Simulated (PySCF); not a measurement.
The scaffold silaethenyl-X carries different groups X. All species are isolated molecules in the gas phase. One relaxed conformer stands for each flexible species; it need not be the lowest. Strings in code marks are SMILES. In the def2 sets, heavy atoms carry core potentials. All members: neutral, multiplicity 1. Level: PBE0-D3(BJ)/def2-TZVP (PySCF), beside PBE-D3(BJ)/def2-TZVP // PBE0-D3(BJ)/def2-TZVP (PySCF) at the same geometries. 

| species | HOMO–LUMO gap, PBE (eV) | HOMO–LUMO gap, PBE0-D3(BJ) (eV) |
|---|---|---|
| `C=[SiH]C=O` (C–Si–C–O torsion 0°) | 2.35 | 4.31 |
| `C=[SiH][AlH2]` (C–Si–Al–H torsion 0°) | 2.52 | 4.10 |
| `C=[SiH]C(C)=O` (C–Si–C–O torsion 0°) | 2.63 | 4.54 |
| `C=[SiH]B(O)O` | 3.08 | 4.81 |
| `C=[SiH]C#N` | 3.22 | 4.99 |
| `C=[SiH]C(N)=O` (C–Si–C–O torsion 180°, Si–C–N–H torsion 0°) | 3.25 | withheld |
| `C=[SiH]N` (C–Si–N–H torsion 180°) | 3.91 | 5.77 |
| `C=[SiH]F` | 4.01 | 5.89 |

**Question.** Fit y = a + b·x, y being the HOMO–LUMO gap at the first level, to the 7 complete rows by least squares, with x = the PBE value in eV. Give a, b and the rms residual, and predict the withheld value.

**Answer.** Means of the 7 rows: x̄ = 3.1029, ȳ = 4.9157 eV. Σ(x − x̄)² = 2.6187 and Σ(x − x̄)(y − ȳ) = 2.6936, so b = 1.029 and a = ȳ − b·x̄ = 1.723 eV. The rms residual is 0.119 eV. At x = 3.25 the line gives 5.07 eV. The run for `C=[SiH]C(N)=O` (C–Si–C–O torsion 180°, Si–C–N–H torsion 0°) gave 5.05 eV, so the line is off by 0.02 eV, within twice the rms residual.

Codes: PySCF.
